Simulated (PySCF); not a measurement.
Compound: C5H6F2.
SMILES with atom numbers: `[CH3:1][C@@:2]1([F:3])[CH2:4][CH:5]=[C:6]1[F:7]` (hydrogens: H8, H9, H10 on C1; H11, H12 on C4; H13 on C5)

The calculation used PBE0-D3(BJ)/def2-SVP geometry optimisation, gas phase (PySCF 2.14.0).

(1) What internal coordinates does the optimisation give?

Results:

(1) 
| bond | length (Å) |
| --- | --- |
| C1–C2 | 1.508 |
| C2–F3 | 1.378 |
| C2–C4 | 1.560 |
| C4–C5 | 1.517 |
| C5=C6 | 1.335 |
| C6–F7 | 1.316 |
| C2–C6 | 1.504 |
| C1–H8, C1–H9, C1–H10 | 1.100 |
| C4–H11 | 1.100 |
| C4–H12 | 1.102 |
| C5–H13 | 1.090 |

Bonds in one row agree within 0.01 Å and their mean is given. A selection of angles:
| angle | degrees |
| --- | --- |
| C2–C1–H8 | 109.6 |
| C2–C1–H9 | 110.9 |
| H8–C1–H9 | 109.0 |
| H8–C1–H10 | 108.5 |
| C1–C2–F3 | 108.4 |
| C1–C2–C4 | 117.6 |
| C1–C2–C6 | 117.8 |
| F3–C2–C4 | 113.0 |
| F3–C2–C6 | 114.1 |
| C4–C2–C6 | 84.4 |
| C2–C4–C5 | 86.9 |
| C2–C4–H11 | 111.6 |
| C2–C4–H12 | 115.1 |
| C5–C4–H11 | 115.6 |
| C5–C4–H12 | 116.3 |
| H11–C4–H12 | 109.7 |
| C4–C5–C6 | 92.2 |
| C4–C5–H13 | 133.1 |
| C6–C5–H13 | 134.7 |
| C5–C6–F7 | 134.3 |
| C2–C6–C5 | 96.3 |
| C2–C6–F7 | 129.4 |

Torsions: C1–C2–C4–C5 116° (anticlinal); C2–C4–C5–C6 3° (synperiplanar); C4–C5–C6–F7 -179° (antiperiplanar); C1–C2–C6–C5 -116° (anticlinal).

The 4-membered ring C2–C4–C5–C6 has internal angles of 84.4° to 96.3° (sum 360°, against 360° for a flat polygon); it is almost planar, 0.02 Å rms from its mean plane, widest ring torsion 3°. The 2 C–F bonds span 1.316 Å (C6–F7, drawn single) to 1.378 Å (C2–F3, drawn single), a spread of 0.062 Å. The C–C distances run from 1.335 Å (C5=C6, drawn double) to 1.560 Å (C2–C4, drawn single), a spread of 0.225 Å.

Point group: C1 (no symmetry element, even within 0.4 Å). No frequency check.
